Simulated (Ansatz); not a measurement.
Consider the hydrogenolysis of the As–S bond: `[GeH3][S]S[AsH2]` + H₂ → `[AsH3]` + `S[S][GeH3]`.

Calculated with Ansatz (gas phase, PBE0-D4/def2-TZVP geometries, no zero-point term in ΔE). CBS: MP2 limit from def2 TZ/QZ plus the TZ coupled-cluster correction, frozen cores. This one scheme is used for every species. Functionals use def2-TZVPP. For As, Ge outer-core shells are correlated without core-valence functions, which leaves a few kJ/mol of doubt a bond. Scalar relativity is left out up to krypton. One conformer a species, not always the lowest.

CCSD(T)/CBS gives +4.6 kJ/mol.

Task: Another level gave -2.5 kJ/mol. Which?
A. PBE0/def2-TZVPP
B. CAM-B3LYP/def2-TZVPP
C. MP2/def2-TZVPP
D. r2SCAN/def2-TZVPP

Result: A. PBE0 -2.5, r2SCAN 4.6, CAM-B3LYP -13.1, MP2/def2-TZVPP 10.1 kJ/mol.

Task: What do rigid-rotor, harmonic-oscillator terms from PBE0-D4/def2-TZVP frequencies (298.15 K, 1 bar) make of the CCSD(T)/CBS value? (An estimate is asked.)

Result: The calculation gave: ΔZPE = +9.7 kJ/mol, ΔH = +9.7 kJ/mol, ΔS = 25 J/(mol·K), ΔG = +2.3 kJ/mol. Modes under 50 cm⁻¹ make the entropy rough.

Largest T1 diagnostic among the species: 0.013.

The D4 term adds +15.5 kJ/mol with B3LYP and +8.3 kJ/mol with PBE0; it sums over pairs of atoms, weighted by their polarisabilities, and B3LYP, whose exchange is more repulsive, gets the larger term. In def2-TZVPP, CCSD(T) changes the Hartree–Fock value by +24.5 kJ/mol (the triples alone add +7.5 kJ/mol) and MP2 by +36.3 kJ/mol. From BLYP to BHLYP (50 % exact exchange), in def2-TZVPP and without D4, ΔE moves by −11.5 kJ/mol.

B3LYP here is the variant with VWN-RPA as its local correlation; programs differ in this.
